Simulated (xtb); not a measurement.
H$_{3}$AlO$_{3}$ (SMILES [OH][Al]([OH])[OH]), singlet, at a GFN2-xTB geometry (such geometries of metal compounds can be far from the true shape), atoms displaced at random by about 0.06 Å a coordinate; GFN2-xTB (xtb).

xtb was given this input:
```
$ xtb mol.xyz --gfn 2 --chrg 0 --uhf 0 --opt --json

# file mol.xyz
7

Al    -0.12281393     0.02914537    -0.03812836
O     -0.96722849    -1.19416854     0.02587167
H     -1.95959115    -1.37601698    -0.28259744
O     -0.41319748     1.26826687    -0.92719960
H      0.01136825     2.18688416    -1.09163367
O      1.41362526    -0.02556204     0.85148332
H      1.80375516    -0.61722825     1.49721338
```

It wrote (shortened):

```
   ID    Z sym.   atoms
    1   13 Al     1
    2    8 O      2, 4, 6
    3    1 H      3, 5, 7

           -------------------------------------------------
          |                Calculation Setup                |
           -------------------------------------------------

           -------------------------------------------------
          |                 G F N 2 - x T B                 |
           -------------------------------------------------

          ...................................................
          :                      SETUP                      :
          :.................................................:
          :  # basis functions                  25          :
          :  # atomic orbitals                  24          :
          :  # shells                           12          :
          :  # electrons                        24          :
          :  max. iterations                   250          :
          :  Hamiltonian                  GFN2-xTB          :
          :  restarted?                      false          :
          :  GBSA solvation                  false          :
          :  PC potential                    false          :
          :  electronic temp.          300.0000000     K    :
          :  accuracy                    1.0000000          :
          :  -> integral cutoff          0.2500000E+02      :
          :  -> integral neglect         0.1000000E-07      :
          :  -> SCF convergence          0.1000000E-05 Eh   :
          :  -> wf. convergence          0.1000000E-03 e    :
          :  Broyden damping             0.4000000          :
          :  net charge                          0          :
          :  unpaired electrons                  0          :
          ...................................................

 iter      E             dE          RMSdq      gap      omega  full diag
   1    -15.0150149 -0.150150E+02  0.132E+01    6.73       0.0  T
   2    -15.0437598 -0.287449E-01  0.653E+00    6.17       1.0  T
   3    -15.0506437 -0.688390E-02  0.146E+00    5.25       1.0  T
   4    -15.0541496 -0.350591E-02  0.572E-01    5.52       1.0  T
   5    -15.0542874 -0.137793E-03  0.209E-01    5.56       1.0  T
   6    -15.0543074 -0.199847E-04  0.737E-02    5.58       1.0  T
   7    -15.0543018  0.560448E-05  0.395E-02    5.56       1.0  T
   8    -15.0543086 -0.678884E-05  0.644E-03    5.58       5.9  T
   9    -15.0543087 -0.116407E-06  0.257E-03    5.58      14.7  T
  10    -15.0543087 -0.161513E-08  0.786E-04    5.58      48.1  T
  11    -15.0543087 -0.107700E-08  0.219E-04    5.58     172.4  T

   *** convergence criteria satisfied after 11 iterations ***

         :::::::::::::::::::::::::::::::::::::::::::::::::::::
         ::                     SUMMARY                     ::
         :::::::::::::::::::::::::::::::::::::::::::::::::::::
         :: total energy             -14.925014083827 Eh    ::
         :: gradient norm              0.313182816306 Eh/a0 ::
         :: HOMO-LUMO gap              5.581633401679 eV    ::
         ::.................................................::
         :: SCC energy               -15.054307144305 Eh    ::
         :: -> isotropic ES            0.125148620597 Eh    ::
         :: -> anisotropic ES          0.002260342861 Eh    ::
         :: -> anisotropic XC         -0.001908181832 Eh    ::
         :: -> dispersion             -0.002402651123 Eh    ::
         :: repulsion energy           0.129293060478 Eh    ::
         :: add. restraining           0.000000000000 Eh    ::
         :: total charge               0.000000000000 e     ::
         :::::::::::::::::::::::::::::::::::::::::::::::::::::

      -----------------------------------------------------------
     |                   =====================                   |
     |                        A N C O P T                        |
     |                   =====================                   |
[...]
 * total energy  :   -14.9250141 Eh     change       -0.2518483E-09 Eh
 * total energy  :   -14.9602442 Eh     change       -0.3523009E-01 Eh
 * total energy  :   -14.9703380 Eh     change       -0.1009382E-01 Eh
 * total energy  :   -14.9719133 Eh     change       -0.1575307E-02 Eh
 * total energy  :   -14.9721990 Eh     change       -0.2856960E-03 Eh
 * total energy  :   -14.9722751 Eh     change       -0.7607062E-04 Eh
 * total energy  :   -14.9723368 Eh     change       -0.6176201E-04 Eh
 * total energy  :   -14.9723699 Eh     change       -0.3309663E-04 Eh
 * total energy  :   -14.9723946 Eh     change       -0.2468435E-04 Eh
 * total energy  :   -14.9724027 Eh     change       -0.8050793E-05 Eh
 * total energy  :   -14.9724061 Eh     change       -0.3409367E-05 Eh
 * total energy  :   -14.9724089 Eh     change       -0.2776468E-05 Eh
   *** GEOMETRY OPTIMIZATION CONVERGED AFTER 12 ITERATIONS ***
         :: total energy             -14.972408854205 Eh    ::
[...]
         4        2.0000           -0.5794296             -15.7671
         5        2.0000           -0.5441532             -14.8072
         6        2.0000           -0.5440480             -14.8043
         7        2.0000           -0.4626628             -12.5897
         8        2.0000           -0.4625738             -12.5873
         9        2.0000           -0.4624710             -12.5845
        10        2.0000           -0.4578203             -12.4579
        11        2.0000           -0.4575036             -12.4493
        12        2.0000           -0.4550580             -12.3828 (HOMO)
        13                         -0.2381609              -6.4807 (LUMO)
        14                         -0.0639057              -1.7390
        15                          0.0416656               1.1338
        16                          0.0418462               1.1387
        17                          0.0657690               1.7897
        18                          0.0662105               1.8017
        19                          0.1013392               2.7576
        20                          0.2113978               5.7524
        21                          0.2121006               5.7716
        22                          0.5845126              15.9054
        23                          0.9954018              27.0863
        24                          0.9986430              27.1745
      -------------------------------------------------------------
                  HL-Gap            0.2168971 Eh            5.9021 eV
             Fermi-level           -0.3466094 Eh           -9.4317 eV

     #   Z          covCN         q      C6AA      α(0)
     1  13 Al       2.214     0.450   123.512    24.876
     2   8 O        1.541    -0.466    22.261     6.365
     3   1 H        0.810     0.316     0.673     1.289
     4   8 O        1.542    -0.466    22.264     6.365
     5   1 H        0.809     0.316     0.674     1.289
     6   8 O        1.541    -0.466    22.257     6.364
     7   1 H        0.810     0.316     0.673     1.288

 Mol. C6AA /au·bohr⁶  :        726.932529
 Mol. C8AA /au·bohr⁸  :      30960.462724
 Mol. α(0) /au        :         47.836362

Wiberg/Mayer (AO) data.
largest (>0.10) Wiberg bond orders for each atom

 ---------------------------------------------------------------------------
     #   Z sym  total        # sym  WBO       # sym  WBO       # sym  WBO
 ---------------------------------------------------------------------------
     1  13 Al   4.035 --     4 O    1.320     6 O    1.320     2 O    1.319
     2   8 O    2.271 --     1 Al   1.319     3 H    0.864
     3   1 H    0.900 --     2 O    0.864
     4   8 O    2.272 --     1 Al   1.320     5 H    0.864
     5   1 H    0.900 --     4 O    0.864
     6   8 O    2.272 --     1 Al   1.320     7 H    0.864
     7   1 H    0.900 --     6 O    0.864
 ---------------------------------------------------------------------------

Topologies differ in total number of bonds
Writing topology from bond orders to xtbtopo.mol

molecular dipole:
                 x           y           z       tot (Debye)
 q only:       -0.004       0.001      -0.009
   full:       -0.004       0.002      -0.012       0.033
molecular quadrupole (traceless):
                xx          xy          yy          xz          yz          zz
 q only:        0.551       0.853       0.703       1.682      -1.578      -1.254
  q+dip:        0.753       1.180       0.978       2.314      -2.173      -1.731
   full:        0.328       0.487       0.426       1.037      -1.006      -0.755

optimized geometry written to: xtbopt.xyz

           -------------------------------------------------
          | TOTAL ENERGY              -14.972408854205 Eh   |
          | GRADIENT NORM               0.000770931596 Eh/α |
          | HOMO-LUMO GAP               5.902070847119 eV   |
           -------------------------------------------------

normal termination of xtb
```
